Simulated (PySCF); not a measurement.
PbI3, SMILES [I][Pb-]([I])[I], charge -1. Atoms are numbered in the order given.

```xyz
4

Pb     0.0000     0.0000     0.8872
I      2.2819    -1.3175    -0.4576
I      0.0000     2.6349    -0.4576
I     -2.2819    -1.3175    -0.4576
```
Charge -1, spin multiplicity 1.

Geometry optimised at PBE0-D3(BJ)/def2-SVPD. The isomer is the one that the SMILES or the coordinates give; other isomers of the formula were not compared. The def2 effective core potentials stand for the cores of I, Pb; spin–orbit coupling is left out.

Level of theory: PySCF with r2SCAN/def2-SVPD.

Isolated molecule, no solvent.

The total energy is -1086.70163 hartree and the highest occupied level is -2.45 eV. The lowest empty level is 1.09 eV. The orbital gap is 3.53 eV. The dipole moment about the centre of nuclear charge comes out as 0.762 e·Å, the mean static polarisability comes out as 194.1 bohr³ (28.76 Å³) and the polarisability, principal values is 151.0, 215.7, 215.7 bohr³.
